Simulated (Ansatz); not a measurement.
BClH3OSi (`[SiH3]O[B]Cl`) radical, relaxed with UKS PBE0-D4/def2-TZVP in the Gaussian-basis code of Ansatz from a PBE-D4/def2-SVP geometry. The force threshold is 0.005 eV/Å; the program also tests the step.

Total charge 0; spin multiplicity 2.

Start:

```xyz
7

Si   -0.662   -0.659   -0.510
O     0.648    0.296    0.029
B     0.778    1.114    1.080
Cl    2.255    2.019    1.412
H    -0.153   -2.062   -0.631
H    -1.795   -0.578    0.469
H    -1.071   -0.130   -1.850
```

(1) By how much does the energy fall, and how many steps does the optimiser take? (An estimate is asked.)

(2) Which bonds change most? (Estimate.)

(3) Give the relaxed structure. (An estimate is asked.)

## Answers

(1) Computed: 0.88 kcal/mol, in 7 steps.

(2) Computed: Si1–O2 from 1.709 to 1.667 Å; Si1–H6 from 1.500 to 1.482 Å; Si1–H7 from 1.498 to 1.480 Å; Si1–H5 from 1.497 to 1.480 Å.

(3) Computed: 
```xyz
7

Si   -0.653   -0.647   -0.505
O     0.605    0.307    0.031
B     0.778    1.090    1.085
Cl    2.244    1.991    1.385
H    -0.137   -2.029   -0.614
H    -1.782   -0.577    0.453
H    -1.056   -0.135   -1.834
```
